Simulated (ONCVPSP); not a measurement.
PBE ONCV dataset for Zr, fully relativistic all-electron reference.

- Element: Zr
- Generator: ONCVPSP 4.0.1
- Type: optimised norm-conserving Vanderbilt (ONCV)
- Functional: PBE
- Relativity: fully relativistic
- Frozen core: [Ar] 3d10
- Valence charge: 12
- Reference configuration: 4s2 4p6 4d2 5s1.5 5p0.5
- Partial waves: 4s+5s: rc 2.30 bohr, ncon 4, nbas 7, qcut 6.5 1/bohr, 2 projectors; 4p+5p: rc 1.90 bohr, ncon 3, nbas 8, qcut 5.7 1/bohr, 2 projectors; 4d: rc 1.75 bohr, ncon 3, nbas 6, qcut 5.8 1/bohr, 2 projectors, debl 1.2 Ha; f scattering state at 0.21 Ha: rc 2.40 bohr, ncon 3, nbas 8, qcut 4.7 1/bohr, 3 projectors, debl 1.8 Ha
- Local potential: polynomial inside 1.35 bohr (lpopt 5, dvloc0 0 Ha)
- Core correction: none

Open shells are filled in proportion to 2j + 1.

What the tests gave:

```
Cutoffs needed      : 14 Ha and 18 Ha (the cutoffs (Ha) at which the residual kinetic energy of the hardest occupied pseudo-wave falls to 1 and 0.1 mHa per electron) The cutoffs count occupied waves only; projector 2 of the f channel, the hardest unoccupied one, needs 42 Ha at the loose tolerance.
Ghost test          : no bound ghost flagged; GHOST(+) flagged for s at 114.4 eV
Configuration tests : 1 of 4 tests not solved or not reliable
```

Generation and tests took about 7.9 s on one core of a shared server CPU.
